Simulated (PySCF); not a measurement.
Computed Raman spectrum (relative Raman activity) of a molecule C₃H₄FNSi. The structure is a stationary point at ωB97X-D3(BJ)/def2-SVP. One conformer was computed; it need not be the lowest. Level of theory: ωB97X-D3(BJ)/def2-SVP run with PySCF. Frequencies are harmonic and unscaled.

Lines under 2 % of the strongest are left out, and lines within 2 cm⁻¹ are merged.

```csv
ν (cm⁻¹),relative intensity
251,2.4
331,3.0
443,2.6
624,2.0
662,5.0
734,10
743,4.0
770,2.5
874,3.3
927,6.9
953,3.1
981,3.5
1177,8.8
1366,2.2
1705,41
2300,100
2305,36
2417,84
3195,45
3216,94
```

Identify the compound among the candidates.
A) F[Si@@H]1C=CN=C1
B) N#C/C=C\[SiH2]F
C) F[Si@H]1C=CC=N1
D) FC1=C[SiH2]N=C1

B, N#C/C=C\[SiH2]F
